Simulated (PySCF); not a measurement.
Record of a relaxation.

C₃H₈BFS.
Numbering: `[F:1][CH2:2][S@@+:3]1[BH2-:4][CH2:5][CH2:6]1` (hydrogens: H7, H8 on C2; H9, H10 on B4; H11, H12 on C5; H13, H14 on C6)

Method: PySCF 2.14.0, PBE0-D3(BJ)/def2-SVP geometry optimisation, gas phase; density fitting, grid level 1; the optimiser is geomeTRIC in internal coordinates, started from a GFN2-xTB structure with every atom displaced at random (about 0.01 Å). 5 of its 9 geometries are shown. The frame can shift and turn from step to step; on so coarse a grid that alone can change the energy by a few meV, and forces under 0.02 eV/Å are noise.

Step 0: E = -17449.7753 eV, largest atomic force 1.112 eV/Å
```
atom  x, y, z in Å  |  force x, y, z in eV/Å
F1      2.655    0.315   -0.873   -0.158   0.249  -0.201
C2      1.758   -0.569   -0.358    0.385   0.332  -0.708
S3      0.147   -0.502   -1.253    0.812  -0.027   0.229
B4     -1.035   -0.988    0.352   -0.839   0.561  -0.038
C5     -1.028    0.575    0.765    0.352   0.299   0.476
C6     -0.483    1.081   -0.558   -0.911  -0.140  -0.230
H7      2.194   -1.564   -0.492   -0.361  -0.389   0.083
H8      1.631   -0.321    0.693   -0.400  -0.109   0.426
H9     -0.477   -1.775    1.020    0.575  -0.804   0.511
H10    -2.061   -1.367   -0.149   -0.217  -0.187  -0.238
H11    -1.986    1.047    1.029   -0.075  -0.135  -0.035
H12    -0.333    0.820    1.597   -0.122  -0.095  -0.227
H13    -1.289    1.408   -1.252    0.397  -0.101   0.146
H14     0.299    1.824   -0.527    0.564   0.545  -0.194
```

Step 2: E = -17449.8987 eV, largest atomic force 0.160 eV/Å
```
atom  x, y, z in Å  |  force x, y, z in eV/Å
F1      2.651    0.730   -0.347    0.039   0.044  -0.012
C2      1.858   -0.286    0.073   -0.032  -0.055  -0.032
S3      0.522   -0.601   -1.115   -0.043   0.097   0.029
B4     -1.003   -1.097    0.303   -0.013  -0.023   0.013
C5     -1.182    0.505    0.494   -0.048   0.013  -0.009
C6     -0.494    0.915   -0.802    0.123  -0.097   0.032
H7      2.438   -1.220    0.147   -0.026  -0.012  -0.022
H8      1.417   -0.041    1.051   -0.008   0.021   0.007
H9     -0.478   -1.813    1.136   -0.034   0.049   0.037
H10    -1.835   -1.633   -0.406    0.034  -0.029  -0.035
H11    -2.227    0.850    0.542    0.007   0.003   0.008
H12    -0.667    0.927    1.370    0.036  -0.027  -0.001
H13    -1.177    0.973   -1.662    0.009  -0.011  -0.007
H14     0.164    1.798   -0.808   -0.042   0.029  -0.009
```

Step 4: E = -17449.9032 eV, largest atomic force 0.039 eV/Å
```
atom  x, y, z in Å  |  force x, y, z in eV/Å
F1      2.679    0.713   -0.366   -0.008  -0.015  -0.002
C2      1.868   -0.287    0.064    0.010   0.017  -0.010
S3      0.520   -0.589   -1.109    0.021   0.014   0.004
B4     -1.008   -1.096    0.308   -0.034  -0.018  -0.007
C5     -1.195    0.504    0.494   -0.012   0.005  -0.019
C6     -0.496    0.918   -0.795   -0.015  -0.007   0.011
H7      2.430   -1.233    0.131   -0.006  -0.007   0.009
H8      1.443   -0.029    1.045    0.001   0.002  -0.001
H9     -0.493   -1.789    1.166    0.011  -0.006   0.003
H10    -1.813   -1.653   -0.416    0.009   0.006   0.009
H11    -2.239    0.851    0.538    0.006   0.011   0.010
H12    -0.680    0.918    1.375    0.010  -0.009  -0.002
H13    -1.175    0.971   -1.658    0.004  -0.005  -0.001
H14     0.146    1.812   -0.799    0.003   0.011  -0.004
```

Step 6: E = -17449.9043 eV, largest atomic force 0.030 eV/Å
```
atom  x, y, z in Å  |  force x, y, z in eV/Å
F1      2.700    0.686   -0.386    0.004  -0.005  -0.001
C2      1.869   -0.289    0.061   -0.003  -0.006   0.010
S3      0.518   -0.585   -1.108    0.013  -0.011  -0.019
B4     -1.015   -1.096    0.308    0.021   0.011   0.019
C5     -1.194    0.506    0.496    0.003  -0.012  -0.003
C6     -0.498    0.919   -0.794   -0.003   0.026   0.003
H7      2.410   -1.245    0.147   -0.002   0.001   0.003
H8      1.448   -0.005    1.037   -0.002   0.000  -0.001
H9     -0.499   -1.788    1.166   -0.003  -0.001  -0.009
H10    -1.817   -1.653   -0.418   -0.013   0.001  -0.006
H11    -2.233    0.864    0.552   -0.003   0.005   0.003
H12    -0.665    0.908    1.375   -0.002   0.005   0.002
H13    -1.178    0.971   -1.656   -0.004  -0.007   0.001
H14     0.141    1.817   -0.801   -0.005  -0.008  -0.001
```

Step 8: E = -17449.9048 eV, largest atomic force 0.026 eV/Å
```
atom  x, y, z in Å  |  force x, y, z in eV/Å
F1      2.729    0.630   -0.390    0.008   0.008   0.001
C2      1.862   -0.309    0.064   -0.014  -0.017   0.015
S3      0.515   -0.585   -1.113   -0.016   0.002  -0.009
B4     -1.023   -1.085    0.305    0.021   0.008   0.000
C5     -1.181    0.519    0.498    0.011   0.002   0.017
C6     -0.494    0.926   -0.798    0.019  -0.002  -0.004
H7      2.369   -1.280    0.176    0.001  -0.001  -0.005
H8      1.439    0.007    1.030   -0.001  -0.002  -0.001
H9     -0.507   -1.786    1.156   -0.011   0.003   0.001
H10    -1.834   -1.629   -0.419   -0.005   0.000  -0.004
H11    -2.214    0.893    0.570   -0.003  -0.006  -0.009
H12    -0.636    0.911    1.371   -0.005   0.007  -0.001
H13    -1.182    0.972   -1.656   -0.002  -0.001   0.001
H14     0.145    1.823   -0.815   -0.001  -0.003  -0.002
```

Problem. Summarise the path.

Solution. The energy falls by 2.99 kcal/mol from step 0 to step 8; nine tenths of that is first reached at step 2. It falls at every step. The largest force goes from 1.112 to 0.026 eV/Å. Among the bonds S3–B4 changes most, from 2.052 to 2.151 Å; the atoms move by 0.077 Å rms after alignment.

The cost below is that of the whole optimisation. Time: 37 s of wall time; peak memory 0.51 GiB. Hardware: an Intel Xeon 6975P-C with one thread, on a shared host.
